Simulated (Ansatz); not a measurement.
Harmonic frequencies (cm⁻¹) at PBE0-D4/def2-TZVP from Ansatz: 188, 196, 549, 584, 615, 716, 756, 782, 1950, 1956, 2123, 3456.

**Question.** Which molecule is it?
A. `[OH][AlH][Cl]`
B. `C#[C][AlH2]`
C. `[SH][Al]([SH])[Cl]`
D. `C[Se][AlH2]`

**Answer.** B.
